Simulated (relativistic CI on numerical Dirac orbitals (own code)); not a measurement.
# Electric-dipole transitions in Bi⁴⁰⁺

These numbers are calculated, not measured: Dirac-Coulomb-Breit CI, orbitals from a KLI potential per configuration, model QED (radiative potential, 1s self-energy scaled to tabulated hydrogen-like ionisation energies), unscaled Slater integrals (own radial code, finite nucleus).

CI space (outside the closed core [Ar] 3d10): 4s²4p⁶4d⁷, 4s²4p⁶4d⁶4f, 4s²4p⁵4d⁸, 4s4p⁶4d⁸, 4s²4p⁵4d⁷4f, 4s4p⁶4d⁷4f, 4s²4p⁶4d⁶5s, 4s²4p⁶4d⁵4f5s, 4s²4p⁶4d⁶5p, 4s²4p⁵4d⁷5s, 4s²4p⁶4d⁶5f, 4p⁶4d⁸4f, 4s²4p⁶4d⁵5s5p, 4s²4p⁶4d⁶6s, 4s4p⁶4d⁷5s, 4p⁶4d⁹, 4p⁵4d¹⁰, 4p⁵4d⁹4f, 4s²4p⁶4d⁵5s², 4s²4p⁶4d⁴4f5s², 4s²4p⁵4d⁵4f5s², 4s4p⁶4d⁵4f5s², 4p⁶4d⁸5s, 4p⁵4d⁹5s, 4p⁵4d⁸4f5s, 4p⁶4d⁷5s², 4p⁶4d⁶4f5s², 4p⁵4d⁸5s², 4p⁵4d⁷4f5s². Double excitations out of closed p, d and f shells are left out; levels of such configurations are missing from the list, as are those of other unlisted configurations, and high levels can miss mixing partners.

```tsv
λ vac (Å)	Lower	Upper	A (s⁻¹)	log gf	S velocity/length
31.497	4s²4p⁶4d⁷ ²H9/2 [5]	4s²4p⁵4d⁸ ²G°9/2 [396]	2.22e+12	0.52	0.87
31.557	4s²4p⁶4d⁷ ⁴F7/2 [4]	4s²4p⁵4d⁸ ⁴D°7/2 [395]	2.20e+12	0.42	0.89
31.814	4s²4p⁶4d⁷ ²F7/2 [10]	4s²4p⁵4d⁸ ²F°5/2 [398]	4.51e+12	0.61	0.88
31.817	4s²4p⁶4d⁷ ²H11/2 [9]	4s²4p⁵4d⁸ ²G°9/2 [396]	5.10e+12	0.89	0.89
31.837	4s²4p⁶4d⁷ ²H9/2 [5]	4s²4p⁵4d⁸ ⁴D°7/2 [395]	2.08e+12	0.40	0.89
32.024	4s²4p⁶4d⁷ ⁴P5/2 [7]	4s²4p⁵4d⁸ ⁴D°7/2 [395]	3.08e+12	0.58	0.86
39.024	4s²4p⁶4d⁷ ⁴F9/2 [1]	4s²4p⁶4d⁶4f ²G°9/2 [251]	1.28e+12	0.47	0.75
39.057	4s²4p⁶4d⁷ ⁴F9/2 [1]	4s²4p⁶4d⁶4f ²F°7/2 [248]	1.54e+12	0.45	0.72
39.072	4s²4p⁶4d⁷ ²H9/2 [5]	4s²4p⁶4d⁶4f ²H°11/2 [352]	1.56e+12	0.63	0.84
39.129	4s²4p⁶4d⁷ ²P3/2 [2]	4s²4p⁶4d⁶4f ²F°5/2 [272]	1.46e+12	0.30	0.78
39.154	4s²4p⁶4d⁷ ⁴F7/2 [4]	4s²4p⁶4d⁶4f ⁴F°7/2 [338]	1.61e+12	0.47	0.77
39.195	4s²4p⁶4d⁷ ²D5/2 [3]	4s²4p⁶4d⁶4f ²D°3/2 [288]	3.58e+12	0.52	0.75
39.203	4s²4p⁶4d⁷ ⁴F9/2 [1]	4s²4p⁶4d⁶4f ⁴G°11/2 [247]	1.83e+12	0.70	0.80
39.234	4s²4p⁶4d⁷ ²D5/2 [3]	4s²4p⁶4d⁶4f ²D°5/2 [286]	3.86e+12	0.73	0.76
39.242	4s²4p⁶4d⁷ ⁴F9/2 [1]	4s²4p⁶4d⁶4f ⁴G°11/2 [245]	3.41e+12	0.98	0.81
39.247	4s²4p⁶4d⁷ ²H11/2 [9]	4s²4p⁶4d⁶4f ²I°13/2 [362]	5.39e+12	1.24	0.85
39.251	4s²4p⁶4d⁷ ⁴F9/2 [1]	4s²4p⁶4d⁶4f ⁴D°7/2 [244]	1.52e+12	0.45	0.73
39.279	4s²4p⁶4d⁷ ⁴F7/2 [4]	4s²4p⁶4d⁶4f ²F°5/2 [333]	1.80e+12	0.40	0.75
39.296	4s²4p⁶4d⁷ ²P3/2 [2]	4s²4p⁶4d⁶4f ²D°5/2 [267]	3.24e+12	0.65	0.77
39.304	4s²4p⁶4d⁷ ⁴F9/2 [1]	4s²4p⁶4d⁶4f ⁴F°9/2 [242]	4.03e+12	0.97	0.76
39.324	4s²4p⁶4d⁷ ²D5/2 [3]	4s²4p⁶4d⁶4f ²F°7/2 [283]	5.13e+12	0.98	0.78
39.362	4s²4p⁶4d⁷ ²D3/2 [12]	4s²4p⁶4d⁶4f ²F°5/2 [381]	3.73e+12	0.72	0.78
39.366	4s²4p⁶4d⁷ ²P3/2 [2]	4s²4p⁶4d⁶4f ²P°3/2 [265]	3.46e+12	0.51	0.73
39.368	4s²4p⁶4d⁷ ²H9/2 [5]	4s²4p⁶4d⁶4f ²G°9/2 [342]	3.43e+12	0.90	0.74
39.387	4s²4p⁶4d⁷ ²F5/2 [11]	4s²4p⁶4d⁶4f ²G°7/2 [365]	3.24e+12	0.78	0.79
39.387	4s²4p⁶4d⁷ ²F7/2 [10]	4s²4p⁶4d⁶4f ²H°9/2 [364]	4.97e+12	1.06	0.80
39.394	4s²4p⁶4d⁷ ⁴F7/2 [4]	4s²4p⁶4d⁶4f ⁴G°9/2 [330]	3.83e+12	0.95	0.79
39.417	4s²4p⁶4d⁷ ⁴F9/2 [1]	4s²4p⁶4d⁶4f ⁴D°7/2 [238]	1.78e+12	0.52	0.73
39.454	4s²4p⁶4d⁷ ⁴P5/2 [7]	4s²4p⁶4d⁶4f ⁴P°5/2 [350]	3.95e+12	0.74	0.74
39.467	4s²4p⁶4d⁷ ⁴P3/2 [6]	4s²4p⁶4d⁶4f ⁴D°5/2 [346]	3.14e+12	0.64	0.77
39.471	4s²4p⁶4d⁷ ⁴F5/2 [13]	4s²4p⁶4d⁶4f ⁴G°7/2 [383]	3.24e+12	0.78	0.79
39.533	4s²4p⁶4d⁷ ²H9/2 [15]	4s²4p⁶4d⁶4f ²I°11/2 [387]	5.30e+12	1.17	0.84
39.566	4s²4p⁶4d⁷ ²H11/2 [9]	4s²4p⁶4d⁶4f ²H°11/2 [352]	3.42e+12	0.98	0.72
39.581	4s²4p⁶4d⁷ ²H9/2 [5]	4s²4p⁶4d⁶4f ²H°11/2 [339]	3.16e+12	0.95	0.81
39.652	4s²4p⁶4d⁷ ²F7/2 [17]	4s²4p⁶4d⁶4f ²H°9/2 [388]	4.37e+12	1.01	0.80
39.667	4s²4p⁶4d⁷ ²H9/2 [5]	4s²4p⁶4d⁶4f ²F°7/2 [336]	1.80e+12	0.53	0.75
39.726	4s²4p⁶4d⁷ ²F5/2 [11]	4s²4p⁶4d⁶4f ²F°5/2 [363]	3.32e+12	0.67	0.73
39.734	4s²4p⁶4d⁷ ²F7/2 [10]	4s²4p⁶4d⁶4f ²F°7/2 [358]	2.11e+12	0.60	0.72
39.870	4s²4p⁶4d⁷ ²H11/2 [9]	4s²4p⁶4d⁶4f ²G°9/2 [342]	1.56e+12	0.57	0.72
39.985	4s²4p⁶4d⁷ ⁴P5/2 [7]	4s²4p⁶4d⁶4f ⁴D°7/2 [334]	1.67e+12	0.50	0.77
40.046	4s²4p⁶4d⁷ ²D3/2 [12]	4s²4p⁶4d⁶4f ²D°3/2 [378]	4.25e+12	0.61	0.68
40.088	4s²4p⁶4d⁷ ²H11/2 [9]	4s²4p⁶4d⁶4f ²H°11/2 [339]	1.45e+12	0.62	0.67
40.621	4s²4p⁶4d⁷ ²D5/2 [18]	4s²4p⁶4d⁶4f ²F°7/2 [393]	3.09e+12	0.79	0.76
40.629	4s²4p⁶4d⁷ ²D5/2 [18]	4s²4p⁶4d⁶4f ²D°5/2 [392]	4.08e+12	0.78	0.65
42.218	4s²4p⁶4d⁷ ²H9/2 [15]	4s²4p⁶4d⁶4f ²H°9/2 [379]	1.70e+12	0.66	0.65
```

Terms are leading LS components. Brackets give the number of a level in order of energy, since labels repeat. The list gives strong lines, with weight on those to low levels, among the lowest 400 of 10512 levels, so that lines to higher ones, which can be the strongest, are missing. Levels whose partners in the same complex of configurations lie outside the list can be far off, and so can their lines. Rates are taken at the computed energies, electric ones in the length gauge. A velocity-to-length ratio far from 1 marks an uncertain rate.

At this charge energies of transitions that change n are usually good to better than 1 %, and those within a shell (Δn = 0) to a few per cent. Terms inside the open d or f shell come out 10 to 20 % too wide with unscaled integrals.

LS names give the leading component of a level, which can be under half, so a name can repeat, a term be missing and a line seem to break the LS rules.
